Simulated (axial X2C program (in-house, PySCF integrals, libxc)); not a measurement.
# HDyH: a free-ion multiplet in an axial field

Computed with an axial X2C code built on PySCF integrals: two-component X2C with atomic mean-field Coulomb and Gaunt terms, basis H dyall-v3z, Dy dyall-v3z (cores contracted in-house). Orbitals come from Hartree–Fock averaged over the configuration Dy f10 s0; CI then distributes these electrons over the f, s shells of Dy.

H–Dy–H held linear, both bonds 2.227 Å.

Question: Which level do Hund's rules give for f10, how many Ω levels does it split into, and what is its Landé factor?

Answer: S = 2, L = 6, J = 8 (5I8). It gives Ω = 0 to 8, 9 levels. gJ = 3/2 + [S(S+1) − L(L+1)]/[2J(J+1)] = 1.250, so g∥ = 2gJΩ.

The computed levels compare thus:

```json
{"Ω": "8", "energy (cm⁻¹)": "0", "g∥ computed": "19.92", "2gJΩ": "20.00"}
{"Ω": "7", "energy (cm⁻¹)": "293", "g∥ computed": "17.34", "2gJΩ": "17.50"}
{"Ω": "6", "energy (cm⁻¹)": "431", "g∥ computed": "14.86", "2gJΩ": "15.00"}
{"Ω": "5", "energy (cm⁻¹)": "512", "g∥ computed": "12.39", "2gJΩ": "12.50"}
{"Ω": "4", "energy (cm⁻¹)": "587", "g∥ computed": "9.88", "2gJΩ": "10.00"}
{"Ω": "3", "energy (cm⁻¹)": "669", "g∥ computed": "7.38", "2gJΩ": "7.50"}
{"Ω": "2", "energy (cm⁻¹)": "747", "g∥ computed": "4.89", "2gJΩ": "5.00"}
{"Ω": "1", "energy (cm⁻¹)": "805", "g∥ computed": "2.44", "2gJΩ": "2.50"}
{"Ω": "0", "energy (cm⁻¹)": "827", "g∥ computed": "0.00", "2gJΩ": "0.00"}
```

The 9 lowest levels are just these Ω; they span 827 cm⁻¹, the lowest has Ω = 8, and the next level lies at 3979 cm⁻¹. Departures of g∥ from 2gJΩ come from intermediate coupling and from mixing with the higher-lying level J − 1 of the term. The computed g∥ is the magnitude of 2⟨Lz + ge Sz⟩.

There is no dynamic correlation: spin–orbit spacings and, for f shells, spacings inside one term are the most reliable numbers, splittings between terms come out too wide, and energies between configurations are not reliable, so the lowest level need not be the ground state of the molecule. At most 4 roots were kept for each Ω > 0 (twice that for Ω = 0) within 2.2 eV of the lowest, so higher up levels can be missing between those listed; levels with Ω > 0 are doubly degenerate and listed once, Ω = 0 levels singly. States that fill the shells left empty in the average are placed too high. The molecule was held linear; bending was not examined.
